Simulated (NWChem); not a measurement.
System: BSi2H7O; SMILES OB([SiH3])[SiH3]

NWChem input:

```
start job
memory heap 200 mb stack 900 mb global 1100 mb
geometry units angstroms noautoz
  B     -0.514955    -0.024543     0.000854
  O     -1.875352    -0.100324     0.000360
  H     -2.310279     0.775254    -0.003944
  Si     0.480144     1.765081    -0.000630
  H      1.392974     1.878219    -1.195781
  H      1.338481     1.904260     1.231838
  H     -0.474962     2.939985    -0.033565
  Si     0.525559    -1.780575     0.001905
  H      1.466281    -1.818153     1.182557
  H      1.389836    -1.857548    -1.234279
  H     -0.343952    -3.011017     0.048560
end
basis spherical
  * library 6-311g**
end
dft
  xc xtpss03 ctpss03
  iterations 150
  mulliken
end
task dft energy
```

Geometry: optimised at PBE-D3(BJ)/def2-SVP.

**Question.** Give the results of this calculation. (TPSS/6-311G** (spherical d).) Quantities: basis functions; energy (Ha); highest occupied level (eV); orbital gap (eV); dipole (D).

**Answer.** 
```json
{
  "number_of_basis_functions": "130",
  "energy (Ha)": "-683.39",
  "highest occupied level (eV)": "-6.29",
  "orbital gap (eV)": "3.97",
  "dipole (D)": "1.85"
}
```
